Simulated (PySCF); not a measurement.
CH$_{4}$BClO (SMILES COBCl), singlet, at a GFN2-xTB geometry. Base run: PBE0/6-31G*, polarisability (PySCF).

Input for PySCF:
```python
from pyscf import gto, scf, dft
from pyscf.prop import polarizability

mol = gto.M(
    atom='''
B    -0.44041029   -0.04213688    0.32881871
H    -1.42908407   -0.41104560    0.85668744
Cl    0.29831524    1.41848148    0.84281684
O     0.16285589   -0.68613245   -0.65953372
C    -0.27143629   -1.89627379   -1.23113805
H    -0.44861687   -1.72975572   -2.29525244
H     0.52157582   -2.63681981   -1.11204122
H    -1.18741196   -2.25917727   -0.75827558
''',
    basis='6-31g*',
    verbose=4,
)

mf = dft.RKS(mol)
mf.xc = 'pbe0'
mf.kernel()
alpha = mf.Polarizability().polarizability()[2, 2]
print('alpha_zz =', alpha)
```

Each row names what was changed in the base input (with any setting that the change needs).

```csv
change,alpha_zz (bohr³),basis functions,core-seconds (rough)
base,32.53,68,7
functional = pbe,[?],68,8
"functional = lda,vwn",33.99,68,5
basis = cc-pVDZ,[?],[?],10
finite field (a.u.) = 0.005; conv_tol = 1e-11,32.54,68,8
basis = STO-3G,16.49,28,3
basis = aug-cc-pVDZ,44.01,132,20
basis = 6-31G,30.43,48,4
finite field (a.u.) = 2e-4; conv_tol = 1e-6,24.86,68,4
finite field (a.u.) = 0.02; conv_tol = 1e-11,32.58,68,8
finite field (a.u.) = 0.05; conv_tol = 1e-11,32.84,68,9
finite field (a.u.) = 2e-4; conv_tol = 1e-11,32.53,68,7
```

Q: Complete the blanks.

A: 
- functional = pbe, alpha_zz (bohr³): 33.65
- basis = cc-pVDZ, alpha_zz (bohr³): 34.10
- basis = cc-pVDZ, basis functions: 80

Finite-field rows take the second difference of the energy in a field along z; a small field with loose convergence shows SCF noise divided by the square of the field, and a large one adds hyperpolarisability.
